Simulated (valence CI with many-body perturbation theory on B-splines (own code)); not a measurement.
## Nb XXXVI: electric-dipole lines

Computed by valence CI with perturbative core correlation (CI+MBPT): four valence electrons over a frozen Dirac-Fock core [He], radial functions for each j: 11 s, 11 p, 10 d, 8 f, 5 g, 2 h, with the one-electron correlation potential Σ1, the two-electron term Σ2, the three-electron term Σ3, Breit, model QED; selected CI, second order for the rest, scaled by the run's own slope (own B-spline code, finite nucleus).

No measured spectrum was set against this ion. As an estimate, large intervals hold to a few tenths of a per cent, small ones and those within an open d or f shell to about a per cent. Among the levels kept, up to 990 cm⁻¹ of a level comes from second order outside the variational space, and about a tenth of that is noise between levels of different J, which matters for small intervals.

Lines 1 to 50 of 537 in falling wavelength, among levels below 26476 × 10³ cm⁻¹, chosen from the strongest by gf and those to the six lowest levels. Wavelengths and rates use the calculated energies. Electric multipoles are in the length gauge, E1 and E2 with the static RPA response of the core. Weak lines are less certain than strong ones. Lines between different terms over intervals too small for the method are left out, as are lines whose strength nearly cancels. The highest levels of a list are the least certain.

Levels are named by their leading jj configuration (3d3/2^4 stands for four electrons in 3d with j = 3/2), which in mixed levels can hold well under half, so a name can repeat and another be missing. Letters in brackets count levels of one name in rising energy.

```
λ vac (nm)                           Upper                           Lower   A (s⁻¹)  S (a.u.)
     37.61       (2p1/2 2p3/2^2 3p1/2) J=3      (2p1/2 2p3/2^2 3s) J=2 [b]  6.26e+08  1.15e-01
     32.77       (2p1/2 2p3/2^2 3p1/2) J=3          (2p1/2 2p3/2^2 3s) J=3  9.78e+08  1.19e-01
     31.55       (2p1/2^2 2p3/2 3p1/2) J=2          (2p1/2^2 2p3/2 3s) J=2  1.49e+09  1.15e-01
     29.92          (2s 2p3/2^2 3p1/2) J=3         (2s 2p3/2^2 3s) J=2 [a]  1.31e+09  1.21e-01
     29.41   (2p1/2 2p3/2^2 3p1/2) J=2 [a]      (2p1/2 2p3/2^2 3s) J=2 [a]  1.32e+09  8.26e-02
     29.20      (2s 2p1/2 2p3/2 3p1/2) J=3         (2s 2p1/2 2p3/2 3s) J=3  1.39e+09  1.20e-01
     27.02      (2s 2p3/2^2 3d5/2) J=4 [a]          (2s 2p3/2^2 3p3/2) J=4  9.51e+08  8.33e-02
     26.84  (2s 2p1/2 2p3/2 3d5/2) J=4 [a]  (2s 2p1/2 2p3/2 3p3/2) J=3 [a]  2.61e+09  2.24e-01
     26.72      (2s 2p3/2^2 3d5/2) J=4 [a]      (2s 2p3/2^2 3p3/2) J=3 [a]  1.73e+09  1.47e-01
     26.65      (2s 2p1/2 2p3/2 3d5/2) J=5      (2s 2p1/2 2p3/2 3p3/2) J=4  3.19e+09  3.28e-01
     26.20       (2p1/2^2 2p3/2 3d5/2) J=4       (2p1/2^2 2p3/2 3p3/2) J=3  3.73e+09  2.98e-01
     26.11          (2s 2p3/2^2 3d5/2) J=5          (2s 2p3/2^2 3p3/2) J=4  3.35e+09  3.24e-01
     25.67      (2s 2p3/2^2 3d5/2) J=3 [a]      (2s 2p3/2^2 3p3/2) J=2 [a]  1.96e+09  1.15e-01
     25.66      (2s 2p3/2^2 3d5/2) J=3 [c]      (2s 2p3/2^2 3p3/2) J=2 [c]  2.70e+09  1.58e-01
     25.61  (2s 2p1/2 2p3/2 3p1/2) J=2 [a]     (2s 2p1/2 2p3/2 3s) J=2 [a]  1.94e+09  8.03e-02
     25.36      (2s 2p3/2^2 3p1/2) J=2 [b]         (2s 2p3/2^2 3s) J=2 [b]  1.82e+09  7.33e-02
     25.31          (2s 2p1/2^2 3d5/2) J=3          (2s 2p1/2^2 3p3/2) J=2  3.74e+09  2.10e-01
     24.73          (2s^2 2p3/2 3p1/2) J=2             (2s^2 2p3/2 3s) J=2  2.63e+09  9.81e-02
     24.57  (2s 2p1/2 2p3/2 3d5/2) J=4 [c]  (2s 2p1/2 2p3/2 3p3/2) J=3 [c]  3.99e+09  2.63e-01
     24.54  (2s 2p1/2 2p3/2 3d5/2) J=3 [d]  (2s 2p1/2 2p3/2 3p3/2) J=2 [d]  3.64e+09  1.86e-01
     24.53  (2s 2p1/2 2p3/2 3d5/2) J=2 [d]  (2s 2p1/2 2p3/2 3p3/2) J=1 [d]  2.75e+09  1.00e-01
     24.53      (2s 2p3/2^2 3d5/2) J=3 [b]      (2s 2p3/2^2 3p3/2) J=2 [b]  2.34e+09  1.19e-01
     24.51  (2s 2p1/2 2p3/2 3d5/2) J=3 [c]  (2s 2p1/2 2p3/2 3p3/2) J=2 [c]  3.34e+09  1.70e-01
     24.34          (2s^2 2p3/2 3d5/2) J=4          (2s^2 2p3/2 3p3/2) J=3  3.71e+09  2.38e-01
     24.32      (2s 2p3/2^2 3d5/2) J=4 [b]      (2s 2p3/2^2 3p3/2) J=3 [b]  3.76e+09  2.40e-01
     24.21       (2p1/2^2 2p3/2 3d5/2) J=3       (2p1/2^2 2p3/2 3p3/2) J=2  3.92e+09  1.92e-01
     24.19  (2s 2p1/2 2p3/2 3d5/2) J=2 [c]  (2s 2p1/2 2p3/2 3p3/2) J=1 [c]  2.03e+09  7.08e-02
     23.95      (2s 2p3/2^2 3p1/2) J=2 [a]             (2s 2p3/2^2 3s) J=3  3.78e+09  1.28e-01
     23.92  (2s 2p1/2 2p3/2 3d5/2) J=3 [a]  (2s 2p1/2 2p3/2 3p3/2) J=2 [a]  2.03e+09  9.58e-02
     23.77          (2s^2 2p1/2 3d5/2) J=3          (2s^2 2p1/2 3p3/2) J=2  4.13e+09  1.92e-01
     23.43          (2s^2 2p3/2 3d5/2) J=3          (2s^2 2p3/2 3p3/2) J=2  2.91e+09  1.29e-01
     23.23       (2p1/2^2 2p3/2 3d5/2) J=2       (2p1/2^2 2p3/2 3p3/2) J=1  2.68e+09  8.29e-02
     23.06  (2s 2p1/2 2p3/2 3d5/2) J=4 [b]  (2s 2p1/2 2p3/2 3p3/2) J=3 [b]  4.11e+09  2.24e-01
     22.78          (2s^2 2p1/2 3d5/2) J=2          (2s^2 2p1/2 3p3/2) J=1  3.99e+09  1.16e-01
     22.67  (2s 2p1/2 2p3/2 3d5/2) J=2 [a]  (2s 2p1/2 2p3/2 3p3/2) J=1 [a]  3.26e+09  9.38e-02
     22.56          (2s 2p3/2^2 3p1/2) J=3             (2s 2p3/2^2 3s) J=3  2.86e+09  1.14e-01
     22.55   (2p1/2 2p3/2^2 3p1/2) J=2 [b]          (2p1/2 2p3/2^2 3s) J=3  4.40e+09  1.24e-01
     22.36      (2s 2p3/2^2 3d5/2) J=2 [b]      (2s 2p3/2^2 3p3/2) J=1 [b]  3.62e+09  1.00e-01
     22.23          (2s 2p3/2^2 3d3/2) J=4      (2s 2p3/2^2 3p3/2) J=3 [a]  1.30e+09  6.36e-02
     22.09          (2s 2p1/2^2 3d5/2) J=2          (2s 2p1/2^2 3p3/2) J=1  4.26e+09  1.13e-01
     21.67  (2s 2p1/2 2p3/2 3p1/2) J=2 [b]         (2s 2p1/2 2p3/2 3s) J=3  4.94e+09  1.24e-01
     21.55   (2p1/2 2p3/2^2 3p3/2) J=2 [a]      (2p1/2 2p3/2^2 3s) J=1 [a]  3.28e+09  8.10e-02
     21.43  (2s 2p1/2 2p3/2 3d5/2) J=3 [b]  (2s 2p1/2 2p3/2 3p3/2) J=2 [b]  3.42e+09  1.16e-01
     21.07      (2s 2p3/2^2 3p3/2) J=3 [a]         (2s 2p3/2^2 3s) J=2 [a]  3.31e+09  1.07e-01
     20.67  (2s 2p1/2 2p3/2 3d3/2) J=3 [b]  (2s 2p1/2 2p3/2 3p3/2) J=2 [a]  2.33e+09  7.11e-02
     20.35  (2s 2p1/2 2p3/2 3p3/2) J=1 [a]     (2s 2p1/2 2p3/2 3s) J=1 [a]  5.87e+09  7.33e-02
     20.30   (2p1/2 2p3/2^2 3p3/2) J=3 [b]      (2p1/2 2p3/2^2 3s) J=2 [b]  4.63e+09  1.34e-01
     20.24       (2p1/2^2 2p3/2 3p3/2) J=1          (2p1/2^2 2p3/2 3s) J=1  5.90e+09  7.24e-02
     19.64  (2s 2p1/2 2p3/2 3p3/2) J=2 [b]     (2s 2p1/2 2p3/2 3s) J=2 [b]  4.07e+09  7.61e-02
     19.39          (2s 2p1/2^2 3p3/2) J=1             (2s 2p1/2^2 3s) J=0  7.01e+09  7.56e-02
```
